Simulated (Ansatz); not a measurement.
Nudged elastic band run: BrGeH₅OSi

input.yaml

```yaml
crystal:
  periodic: [false, false, false]
  atoms:
    - { symbol: O, position_ang: [0.309321, 0.973052, -1.750246] }
    - { symbol: Ge, position_ang: [-0.483212, 0.680872, -0.187418] }
    - { symbol: Si, position_ang: [0.75476, -1.040679, 0.891915] }
    - { symbol: Br, position_ang: [-2.635762, -0.129102, -0.571456] }
    - { symbol: H, position_ang: [-0.15031, 1.623108, -2.294684] }
    - { symbol: H, position_ang: [-0.694066, 2.017258, 0.555162] }
    - { symbol: H, position_ang: [2.150849, -0.578451, 1.150077] }
    - { symbol: H, position_ang: [0.757825, -2.238194, 0.00462] }
    - { symbol: H, position_ang: [0.078994, -1.354164, 2.18483] }
basis:
  gaussian: { orbitals: def2-SVP }
hamiltonian:
  xc: pbe0
neb:
  order_check: false
  images: 7
  f_tol: 0.03
  max_iterations: 55
  initial_path: linear
  final_atoms:
    - { symbol: O, position_ang: [0.13230558, 1.4509986, -1.13093246] }
    - { symbol: Ge, position_ang: [-0.74296043, 0.99800145, 0.8687965] }
    - { symbol: Si, position_ang: [0.69529103, -1.01311131, 0.91806118] }
    - { symbol: Br, position_ang: [-2.4707077, -0.19395245, -0.36725908] }
    - { symbol: H, position_ang: [-0.31565012, 0.78222497, -1.67855282] }
    - { symbol: H, position_ang: [-0.20708551, 2.30154066, -1.44319642] }
    - { symbol: H, position_ang: [2.06505825, -0.71988223, 1.45741654] }
    - { symbol: H, position_ang: [0.86149348, -1.60789259, -0.44910514] }
    - { symbol: H, position_ang: [0.0706544, -2.0442271, 1.80757171] }
```

Command:

```bash
$ ansatz run input.yaml --threads 2 --pin off --max-ram 3072MiB --backend cpu --events-out ev --progress --plain --runs-dir out
```

Output, in part (warnings, iteration lines, the closing report on the highest movable image, with atoms numbered from 0):

```
NEB end point (image 0): max|allowed force component| = 9.584e-3 eV/Å (the criterion of neb.relax_end_points is 1.000e-2)
NEB end point (image 8): max|allowed force component| = 8.315e-3 eV/Å (the criterion of neb.relax_end_points is 1.000e-2)
NEB iter   1: max|band force component| = 2.631e1 eV/Å  barrier→ = 5.8925 eV  barrier← = 5.2142 eV  Δτ_max = 0.2000 Å  (235 SCF iters)
NEB iter   2: max|band force component| = 1.777e0 eV/Å  barrier→ = 2.3873 eV  barrier← = 1.7090 eV  Δτ_max = 0.1381 Å  (205 SCF iters)
NEB iter   3: max|band force component| = 1.006e0 eV/Å  barrier→ = 2.2794 eV  barrier← = 1.6011 eV  Δτ_max = 0.1053 Å  (204 SCF iters)
NEB iter   4: max|band force component| = 9.043e-1 eV/Å  barrier→ = 2.3653 eV  barrier← = 1.6870 eV  Δτ_max = 0.0369 Å  (188 SCF iters)
NEB iter   5: max|band force component| = 6.231e-1 eV/Å  barrier→ = 2.3641 eV  barrier← = 1.6858 eV  Δτ_max = 0.1339 Å  (179 SCF iters)
NEB iter   6: max|band force component| = 1.813e0 eV/Å  barrier→ = 2.3807 eV  barrier← = 1.7024 eV  Δτ_max = 0.0516 Å  (195 SCF iters)
NEB iter   7: max|band force component| = 4.126e-1 eV/Å  barrier→ = 2.3799 eV  barrier← = 1.7017 eV  CI = image 4  Δτ_max = 0.0470 Å  (179 SCF iters)
NEB iter   8: max|band force component| = 7.104e-2 eV/Å  barrier→ = 2.3834 eV  barrier← = 1.7051 eV  CI = image 4  Δτ_max = 0.0116 Å  (180 SCF iters)
NEB iter   9: max|band force component| = 5.811e-2 eV/Å  barrier→ = 2.3830 eV  barrier← = 1.7047 eV  CI = image 4  Δτ_max = 0.0161 Å  (168 SCF iters)
NEB iter  10: max|band force component| = 3.752e-2 eV/Å  barrier→ = 2.3828 eV  barrier← = 1.7045 eV  CI = image 4  Δτ_max = 0.0071 Å  (174 SCF iters)
NEB iter  11: max|band force component| = 1.340e-2 eV/Å  barrier→ = 2.3827 eV  barrier← = 1.7044 eV  CI = image 4  Δτ_max = 0.0000 Å  (350 SCF iters)
Total energy: -136529.57281733 eV, -5017.3692579686 hartree
Atom 0 at     0.189693     1.463574    -1.379579 Å, force    -0.013397     0.001904     0.004942 eV/Å
Atom 1 at    -0.567866     0.770782     0.342212 Å, force     0.009322     0.009981    -0.007129 eV/Å
Atom 2 at     0.771688    -1.168387     0.844080 Å, force     0.001105     0.001586     0.001766 eV/Å
Atom 3 at    -2.608340    -0.175980    -0.329622 Å, force     0.000839    -0.002932     0.000042 eV/Å
Atom 4 at    -0.514468     1.490756    -2.047175 Å, force     0.009853     0.000442     0.008402 eV/Å
Atom 5 at    -0.292521     2.240140    -0.278249 Å, force    -0.002605    -0.008677    -0.005242 eV/Å
Atom 6 at     2.148958    -0.735551     1.227793 Å, force    -0.000352     0.000272    -0.001022 eV/Å
Atom 7 at     0.820754    -2.027314    -0.375803 Å, force    -0.002247    -0.002205    -0.003962 eV/Å
Atom 8 at     0.140501    -1.904320     1.979142 Å, force    -0.002517    -0.000371     0.002203 eV/Å
Dipole moment:     0.144880     0.064909     0.039202 e Å
```

The run converged. Neighbouring images differ by up to 1.2 eV, so the band resolves the path poorly. Another band between the same ends (7 images) ends at a top of the same energy, where a vibrational analysis finds 1 clearly imaginary mode. The orbitals stay closed-shell, which can raise the energy where a bond breaks towards radicals; this wasn't checked here.

Final band (atoms are numbered from 1 in the order of the input):

```csv
image,path coordinate (Å),energy (kcal/mol),Ge2–H6 (Å),O1–H6 (Å)
0,0.00,0.0,1.54,2.72
1,0.48,0.2,1.54,2.71
2,0.96,5.4,1.54,2.46
3,1.44,29.6,1.53,1.96
4,1.92,54.9,1.62,1.43
5,2.44,26.8,2.04,1.00
6,2.96,17.8,2.53,0.97
7,3.48,15.9,2.70,0.97
8,4.00,15.6,2.71,0.97
```

Time of the run: 3.9 min on 2 threads of Intel(R) Xeon(R) Platinum 8488C (Sapphire Rapids), on a shared host, peak memory 0.36 GiB.
